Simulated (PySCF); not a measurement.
Compound: C3H4O4.
Bonds: O1–C2 (double), C2–O3, O3–C4, C4–C5, C5–O6 (double), C5–O7. Hydrogens: H8 on C2; H9, H10 on C4; H11 on O7.

Computed with PySCF at B3LYP/def2-SVPD, non-relativistic, on one gas-phase PBE0-D3(BJ)/def2-SVP geometry that isn't relaxed in the solvent. The solvent is an IEF-PCM continuum (cavity from Bondi-type radii × 1.2), and excitations are vertical TDDFT with non-equilibrium linear response and a frozen core. Only the electrostatic response of the medium enters.

Gas-phase singlets (H = HOMO, L = LUMO):

```tsv
state	E (eV)	λ (nm)	f	leading configuration
S1	5.899	210	0.002	H→L+1 50%
S2	5.953	208	0.000	H→L 59%
S3	6.908	179	0.002	H-1→L 46%
S4	6.960	178	0.028	H→L+1 44%
S5	7.363	168	0.049	H→L+2 74%
```

Task: What are the lowest 5 singlets in tetrahydrofuran (ε = 7.426)?

Result: 
```tsv
state	E (eV)	λ (nm)	f	leading configuration	change by rank (eV)
S1	5.985	207	0.003	H-1→L 67%	+0.086
S2	6.056	205	0.000	H→L+1 79%	+0.103
S3	6.940	179	0.034	H→L 66%	+0.032
S4	7.102	175	0.004	H-1→L+1 80%	+0.142
S5	7.682	161	0.057	H→L+2 84%	+0.319
```

Task: What are the lowest 5 singlets in water (ε = 78.36)?

Result: 
```
state  E (eV)  λ (nm)      f  leading configuration  change by rank (eV)
   S1   6.006     206  0.003              H-1→L 70%               +0.107
   S2   6.082     204  0.000              H→L+1 82%               +0.129
   S3   6.941     179  0.033                H→L 69%               +0.033
   S4   7.143     174  0.004            H-1→L+1 83%               +0.183
   S5   7.739     160  0.050              H→L+2 82%               +0.376
```

Task: How do the frontier levels move from gas to water?

Result: 
| orbital | gas (eV) | solvent (eV) | change (eV) | Löwdin shares, gas | Löwdin shares, solvent |
| --- | --- | --- | --- | --- | --- |
| LUMO+2 | -0.07 | 0.33 | +0.40 | O7 33 %, H11 20 %, C5 14 %, O6 10 % | O7 24 %, C5 18 %, O6 13 %, H11 10 % |
| LUMO+1 | -0.59 | -0.50 | +0.09 | C2 40 %, O1 30 %, O3 16 %, H8 8 % | C5 40 %, O6 30 %, O7 13 %, C4 8 % |
| LUMO | -0.61 | -0.60 | +0.01 | C5 37 %, O6 29 %, O7 12 %, C4 8 % | C2 43 %, O1 31 %, O3 16 %, H8 7 % |
| HOMO | -8.34 | -8.37 | -0.03 | O6 34 %, O1 31 %, O3 7 %, C4 6 % | O6 46 %, O1 16 %, C4 9 %, O7 8 % |
| HOMO-1 | -8.52 | -8.60 | -0.08 | O1 40 %, O6 27 %, C2 8 %, O3 7 % | O1 54 %, O6 13 %, C2 10 %, O3 8 % |
| HOMO-2 | -9.38 | -9.40 | -0.02 | O3 38 %, O1 28 %, O6 12 %, C2 7 % | O3 35 %, O1 23 %, O6 16 %, O7 11 % |
| HOMO-3 | -9.70 | -9.62 | +0.08 | O6 41 %, O7 37 %, C5 12 %, O3 4 % | O7 37 %, O6 35 %, C5 11 %, O3 9 % |

The HOMO–LUMO gap goes from 7.72 to 7.77 eV. Rows go by rank; for HOMO-1, HOMO, LUMO and LUMO+1 the atom shares or the degeneracy differ between the runs, so the row needn't follow one orbital.

The values belong to the conformer `[O:1]=[CH:2][O:3][CH2:4][C:5](=[O:6])[OH:7]`: O1–C2–O3–C4 -4°, C2–O3–C4–C5 -77°, O3–C4–C5–O6 -1°, H–O7–C5–C4 180°.
